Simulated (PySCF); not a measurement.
This script is equivalent to a calculation on C(2+) (carbon, charge +2).

```python
from pyscf import gto, scf, dft, mp, cc
import basis_set_exchange as bse
mol = gto.M(atom="C 0 0 0", charge=2, spin=0, symmetry="D2h",
            basis=gto.basis.parse(bse.get_basis("x2c-TZVPall", elements=["C"], fmt="nwchem", header=False)),
            nucmod="G")
mf = scf.UHF(mol).sfx2c1e()
mf.irrep_nelec = {'Ag': (2, 2)}
mf.kernel()
```

**Question.** What total energy does it give?

**Answer.** -36.42257 hartree (calculated).

**Question.** Which occupied shell lies highest, and where?

**Answer.** 2s, at -46.111 eV.
